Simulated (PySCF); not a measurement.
C4H11NSi, SMILES C1CC1(NC)[SiH3]. Atoms are numbered in the order given.

```xyz
17

C      2.1829    -0.5673    -0.0573
N      0.9545    -0.7773     0.6889
C     -0.2448    -0.2195     0.1018
Si    -0.3950     1.6581    -0.0736
C     -0.8993    -1.1009    -0.9484
C     -1.5127    -0.9966     0.4143
H      2.4673     0.4958    -0.2089
H      3.0176    -1.0688     0.4571
H      2.0880    -1.0219    -1.0568
H      1.0563    -0.4620     1.6524
H      0.6234     2.2272    -1.0055
H     -1.7516     2.0086    -0.5909
H     -0.2023     2.3029     1.2620
H     -0.3637    -2.0229    -1.1891
H     -1.4069    -0.6295    -1.7950
H     -1.3824    -1.8456     1.0900
H     -2.4538    -0.4512     0.5304
```
Charge 0, spin multiplicity 1.

The structure is a stationary point at B3LYP-D3(BJ)/def2-SVP. This is a generated structure with no PubChem entry under its InChIKey; it may be hypothetical. One conformer was computed; it need not be the lowest.

The numbers are results of PBE/def2-TZVP (PySCF), not measurements.

Atomic charges (e):

```tsv
atom	Mulliken	IAO
C1	-0.29	-0.32
N2	-0.28	-0.40
C3	0.05	-0.15
Si4	0.08	0.52
C5	-0.24	-0.30
C6	-0.22	-0.29
H7	0.11	0.11
H8	0.13	0.15
H9	0.12	0.15
H10	0.19	0.25
H11	-0.03	-0.11
H12	-0.03	-0.11
H13	-0.04	-0.11
H14	0.11	0.16
H15	0.11	0.15
H16	0.10	0.16
H17	0.12	0.15
```

Computed Mayer and Wiberg (Löwdin basis) orders of the bonds:
```
bond     Mayer  Wiberg
-------  -----  ------
C1–N2     1.02    1.41
N2–C3     1.09    1.32
C3–Si4    1.03    1.07
C3–C5     0.91    1.18
C3–C6     0.89    1.18
C5–C6     1.06    1.29
C1–H7     0.95    0.92
C1–H8     0.96    0.92
C1–H9     0.97    0.92
N2–H10    0.92    0.88
Si4–H11   0.94    0.95
Si4–H12   0.93    0.94
Si4–H13   0.94    0.95
C5–H14    0.94    0.86
C5–H15    0.95    0.87
C6–H16    0.93    0.86
C6–H17    0.95    0.87
```
